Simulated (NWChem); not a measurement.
Basis-set convergence for H6AlP

```xyz
8

Al     1.2864    -0.5232     0.0000
H      1.1579    -1.3346     1.3865
H      1.1579    -1.3346    -1.3865
H      2.0604     0.8904     0.0000
P     -1.0641     0.4327     0.0000
H     -2.1834    -0.4574     0.0000
H     -1.4773     1.2742    -1.0798
H     -1.4773     1.2742     1.0798
```
Charge 0, spin multiplicity 1.

All runs are NWChem calculations. Structure: optimised with PBE/def2-SVP, a minimum by its harmonic frequencies.

Quantity: dipole moment at the level B3LYP.

B3LYP has NWChem's definition, with VWN1-RPA local correlation. The Pople sets run with spherical d functions. The structure started from a generated list of species.

```json
[
 {"basis": "STO-3G", "functions": "24", "dipole moment (D)": "4.34"},
 {"basis": "3-21G", "functions": "38", "dipole moment (D)": "4.45"},
 {"basis": "6-31+G*", "functions": "56", "dipole moment (D)": "4.19"},
 {"basis": "cc-pVDZ", "functions": "66", "dipole moment (D)": "4.22"},
 {"basis": "def2-SVP", "functions": "66", "dipole moment (D)": "4.33"},
 {"basis": "def2-SVPD", "functions": "96", "dipole moment (D)": "4.05"},
 {"basis": "aug-cc-pVDZ", "functions": "108", "dipole moment (D)": "4.03"},
 {"basis": "def2-TZVPD", "functions": "140", "dipole moment (D)": "3.98"},
 {"basis": "def2-TZVPP", "functions": "168", "dipole moment (D)": "4.02"},
 {"basis": "aug-cc-pVTZ", "functions": "238", "dipole moment (D)": "4.00"}
]
```

Smallest basis within 0.1 D of aug-cc-pVTZ, the largest set run: def2-SVPD, with 96 functions against 238 and about 3 % of the time (also within reach: aug-cc-pVDZ, def2-TZVPD, def2-TZVPP). aug-cc-pVTZ isn't the basis-set limit itself, and a small set can land close by cancellation.
